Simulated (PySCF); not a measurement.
**Basis-set dependence of excited states**

Species: C₄H₁₀Si.
SMILES: `C=CC[SiH2]C`

TDDFT with PBE0 (PySCF), vertical singlets, core orbitals frozen in the response, spherical d and f functions. Isolated species at its PBE0-D3(BJ)/def2-SVP geometry (one conformer only).

| basis | functions | diffuse | S1 (eV) | S2 (eV) | S3 (eV) | S4 (eV) | S5 (eV) | LUMO (eV) | α (au) |
| --- | --- | --- | --- | --- | --- | --- | --- | --- | --- |
| 6-31G* | 94 | no | 7.13 | 7.45 | 7.79 | 8.31 | 8.40 | 0.70 | 64.1 |
| 6-31+G* | 114 | yes | 6.22 | 6.43 | 6.59 | 6.92 | 7.00 | 0.05 | 73.7 |
| def2-SVP | 124 | no | 6.98 | 7.52 | 7.67 | 8.10 | 8.18 | 0.38 | 68.5 |
| def2-SVPD | 184 | yes | 6.60 | 6.78 | 7.02 | 7.40 | 7.48 | 0.09 | 78.6 |
| aug-cc-pVDZ | 209 | yes | 6.06 | 6.34 | 6.42 | 6.67 | 6.69 | -0.09 | 80.7 |
| def2-TZVP | 221 | no | 6.67 | 7.05 | 7.09 | 7.75 | 7.84 | 0.16 | 76.3 |
| def2-TZVPD | 281 | yes | 6.34 | 6.52 | 6.67 | 6.97 | 7.04 | 0.02 | 80.1 |

Task: Compare the sets with the largest diffuse one.

Result: States are compared by their number. Against the largest diffuse basis here (def2-TZVPD, itself not a converged limit), sets without diffuse functions differ by up to 0.79 eV in S1 and 1.36 eV in S5; the smaller diffuse sets differ by up to 0.29 and 0.44 eV. State by state, the largest deviation of a set without diffuse functions is S1 0.79, S2 1.00, S3 1.12, S4 1.34, S5 1.36 eV. The same number needn't mean the same state in each row. Against def2-TZVPD the polarisability deviates by -20% in 6-31G*, -8% in 6-31+G*, -14% in def2-SVP, -2% in def2-SVPD, +1% in aug-cc-pVDZ, -5% in def2-TZVP. A single + in a Pople set puts diffuse functions on heavy atoms only.
